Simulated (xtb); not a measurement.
ClO₂W, doublet, at a GFN2-xTB geometry (such geometries of metal compounds can be far from the true shape) (the multiplicity is a formal guess); xtb 6.7.1 with GFN1-xTB with ALPB(thf).

Here is a job for xtb.
```
$ xtb mol.xyz --gfn 1 --uhf 1 --alpb thf --json

# file mol.xyz
4

W      0.10569345    -0.14536463     0.11632561
O      1.67571442    -0.57054583    -0.30281806
O     -0.63881661    -0.85554319     1.44402192
Cl    -0.94802926     1.30386438    -1.04339564
```

It wrote (shortened):

```
   ID    Z sym.   atoms
    1   74 W      1
    2    8 O      2, 3
    3   17 Cl     4

           -------------------------------------------------
          |                Calculation Setup                |
           -------------------------------------------------

           -------------------------------------------------
          |                 G F N 1 - x T B                 |
           -------------------------------------------------

      * Solvation model:               ALPB
        Solvent                        thf
        Parameter file                 internal GFN1-xTB/ALPB
        Dielectric constant                7.6000E+00
        Reference state                gsolv [1 M gas/solution]
        Free energy shift                  6.2343E-03 Eh       3.9121E+00 kcal/mol
        Temperature                        2.9815E+02 K
        Density                            8.8300E-01 kg/L
        Solvent mass                       7.2106E+01 g/mol
        Interaction kernel             P16
        Born radius scaling (c1)           1.7918E+00
        Born radii integrator          GBOBC
        Born offset                        0.0000E+00 a0       0.0000E+00 AA
        H-bond correction              true
        Ion screening                  false
        Surface tension                    1.0000E-05 Eh       1.5569E+01 dyn/cm
        Grid points                               230 per atom

          ...................................................
          :                      SETUP                      :
          :.................................................:
          :  # basis functions                  28          :
          :  # atomic orbitals                  26          :
          :  # shells                           10          :
          :  # electrons                        25          :
          :  # halogen bonds                     2          :
          :  max. iterations                   250          :
          :  Hamiltonian                  GFN1-xTB          :
          :  restarted?                      false          :
          :  GBSA solvation                   true          :
          :  PC potential                    false          :
          :  electronic temp.          300.0000000     K    :
          :  accuracy                    1.0000000          :
          :  -> integral cutoff          0.2500000E+02      :
          :  -> integral neglect         0.1000000E-07      :
          :  -> SCF convergence          0.1000000E-05 Eh   :
          :  -> wf. convergence          0.2000000E-04 e    :
          :  Broyden damping             0.4000000          :
          :  net charge                          0          :
          :  unpaired electrons                  1          :
          ...................................................

 iter      E             dE          RMSdq      gap      omega  full diag
   1    -16.0703033 -0.160703E+02  0.976E+00    0.85       0.0  T
   2    -16.1080055 -0.377022E-01  0.521E+00    0.95       1.0  T
   3    -16.1083056 -0.300101E-03  0.225E+00    0.94       1.0  T
   4    -16.1085792 -0.273534E-03  0.114E-01    0.95       1.0  T
   5    -16.1085864 -0.720847E-05  0.369E-02    0.94       1.4  T
   6    -16.1085899 -0.352896E-05  0.625E-03    0.94       8.0  T
   7    -16.1085900 -0.606117E-07  0.236E-03    0.94      21.2  T
   8    -16.1085900 -0.102322E-07  0.994E-06    0.94    5032.3  T
   9    -16.1085900  0.174083E-12  0.132E-05    0.94    3794.9  T

   *** convergence criteria satisfied after 9 iterations ***

         :::::::::::::::::::::::::::::::::::::::::::::::::::::
         ::                     SUMMARY                     ::
         :::::::::::::::::::::::::::::::::::::::::::::::::::::
         :: total energy             -16.005116922055 Eh    ::
         :: total w/o Gsasa/hb       -16.007749341044 Eh    ::
         :: gradient norm              0.046337627757 Eh/a0 ::
[...]
         :: halogen bond corr.         0.000000000000 Eh    ::
         :: add. restraining           0.000000000000 Eh    ::
         :: total charge               0.000000000000 e     ::
         :::::::::::::::::::::::::::::::::::::::::::::::::::::

           -------------------------------------------------
          |                Property Printout                |
           -------------------------------------------------

    * Orbital Energies and Occupations

         #    Occupation            Energy/Eh            Energy/eV
      -------------------------------------------------------------
         1        2.0000           -0.9602375             -26.1294
         2        2.0000           -0.7317266             -19.9113
         3        2.0000           -0.7274354             -19.7945
         4        2.0000           -0.5465673             -14.8729
         5        2.0000           -0.5413469             -14.7308
         6        2.0000           -0.5316611             -14.4672
         7        2.0000           -0.5281840             -14.3726
         8        2.0000           -0.5245137             -14.2727
         9        2.0000           -0.5196516             -14.1404
        10        2.0000           -0.5016815             -13.6514
        11        2.0000           -0.4989464             -13.5770
        12        2.0000           -0.4855544             -13.2126
        13        1.0000           -0.3532178              -9.6115 (HOMO)
        14                         -0.3184931              -8.6666 (LUMO)
        15                         -0.2637125              -7.1760
        16                         -0.1770519              -4.8178
        17                         -0.1554985              -4.2313
        18                         -0.0857499              -2.3334
        19                         -0.0844660              -2.2984
        20                         -0.0730781              -1.9886
        21                         -0.0382722              -1.0414
        22                         -0.0350551              -0.9539
        23                          0.0117070               0.3186
        24                          0.3265789               8.8867
       ...                                ...                  ...
        26                          0.7078760              19.2623
      -------------------------------------------------------------
                  HL-Gap            0.0347246 Eh            0.9449 eV
             Fermi-level           -0.3776208 Eh          -10.2756 eV

  Mulliken/CM5 charges         n(s)   n(p)   n(d)
     1W     1.70171  2.31232   0.405  0.751  3.142
     2O    -0.70180 -0.95283   1.736  4.966  0.000
     3O    -0.70180 -0.95283   1.736  4.966  0.000
     4Cl   -0.29812 -0.40667   1.878  5.430 -0.009

Wiberg/Mayer (AO) data.
largest (>0.10) Wiberg bond orders for each atom

 ---------------------------------------------------------------------------
     #   Z sym  total        # sym  WBO       # sym  WBO       # sym  WBO
 ---------------------------------------------------------------------------
     1  74 W    5.050 --     3 O    1.957     2 O    1.957     4 Cl   1.135
     2   8 O    2.111 --     1 W    1.957     3 O    0.105
     3   8 O    2.111 --     1 W    1.957     2 O    0.105
     4  17 Cl   1.233 --     1 W    1.135
 ---------------------------------------------------------------------------

Topologies differ in total number of bonds
Writing topology from bond orders to xtbtopo.mol

 dipole moment from electron density (au)
     X       Y       Z
  -0.7609   1.0465  -0.8374  total (Debye):    3.917

           -------------------------------------------------
          | TOTAL ENERGY              -16.005116922055 Eh   |
          | GRADIENT NORM               0.046337627757 Eh/α |
          | HOMO-LUMO GAP               0.944904601498 eV   |
           -------------------------------------------------

normal termination of xtb
```
